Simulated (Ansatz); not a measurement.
Born–Oppenheimer molecular dynamics of Cl$_{2}$HZn (4 atoms, charge 0, multiplicity 2). It starts at the highest image of a converged band. Of that band: Neighbouring images differ by up to 1.2 eV, so the band resolves the path poorly. A vibrational analysis at the climbing image gives one clearly imaginary mode, 1748i cm⁻¹: a first-order saddle point.

Computed with Ansatz, UHF/def2-SVP.

- ensemble: NVE (velocity Verlet)
- time step: 0.5 fs
- steps asked: 200
- starting velocities drawn for: 100 K
- seed: 2391

First frame:

```xyz
4
Properties=species:S:1:pos:R:3
Zn -0.010 0.001 0.053
Cl -0.006 -0.003 2.446
Cl 0.023 -0.008 -2.109
H -0.007 0.011 4.020
```

Question: What does the run give?

Answer: All steps were run.

| Quantity | Value |
| --- | --- |
| steps done | 200 |
| time covered | 100 fs |
| mean temperature over the second half | 4120 K |
| spread of the potential energy over the second half | 22.8 meV per atom |
| mean potential energy of the second half above the start | -259.9 meV per atom |

The conserved energy stayed within 0.12 meV per atom of its start (net change -0.018 meV per atom), so the integration is sound. The kinetic energy rose, since the run started high on the potential surface and went downhill. It ends in pieces (Cl2Zn + H), so much of that is their flight and rotation, not heat. A run of 0.1 ps of so small a system gives no equilibrium averages.

Question: What happens to the structure?

Answer: Between its relaxed ends the band would form Cl2–H4 and break Zn1–Cl2. These pairs go: Cl2–H4 1.57 → 13.69 Å, Zn1–Cl2 2.39 → 2.18 Å. In the last frame they stand as before the step (other bonds may differ from the relaxed reactants and products). It ends as Cl2Zn + H. Pairs count as bonded within 1.25 times the sum of covalent radii (0.12 Å more for H–H). The details hang on the random start.

Question: How do temperature and energy run in time?

Answer: 
| time (fs) | T (K) | potential energy less start (eV) | conserved less start (meV/atom) |
| --- | --- | --- | --- |
| 0.0 | 100 | 0.000 | 0.00 |
| 8.0 | 1492 | -0.360 | -0.02 |
| 16.0 | 4088 | -1.031 | -0.07 |
| 24.0 | 4807 | -1.217 | -0.05 |
| 32.0 | 4565 | -1.154 | -0.04 |
| 40.0 | 3799 | -0.956 | -0.01 |
| 48.0 | 3900 | -0.982 | -0.03 |
| 56.0 | 4092 | -1.032 | -0.04 |
| 64.0 | 4162 | -1.050 | -0.02 |
| 72.0 | 4564 | -1.154 | -0.04 |
| 80.0 | 4504 | -1.139 | -0.04 |
| 88.0 | 3967 | -1.000 | -0.02 |
| 96.0 | 3492 | -0.877 | -0.02 |

Run time: 4.9 min on 1 thread of Arm Neoverse V1, on a shared host, peak memory 0.17 GiB.
